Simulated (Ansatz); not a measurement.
Consider the redistribution: `N[SiH2]P` + `O[SiH2][SiH2][GeH3]` → `O[SiH2][SiH2]P` + `N[SiH2][GeH3]`.

Calculated with Ansatz (gas phase, PBE0-D4/def2-TZVP geometries, no zero-point term in ΔE). CCSD(T)/CBS adds triple-zeta CCSD(T) − MP2 to the extrapolated MP2 energy (def2 sets, frozen cores). DFT in def2-TZVPP. For Ge outer-core shells are correlated without core-valence functions, which leaves a few kJ/mol of doubt a bond. Scalar relativity is left out up to krypton. One conformer a species, not always the lowest.

```csv
level,ΔE (kJ/mol)
ωB97M-V,5.9
HF/def2-QZVPP,6.3
```

What does CCSD(T)/CBS give? (Best estimate.)

The calculation gave: +6.0 kJ/mol. The listed levels differ from it by -0.1, 0.3 kJ/mol.

Largest T1 diagnostic among the species: 0.013.
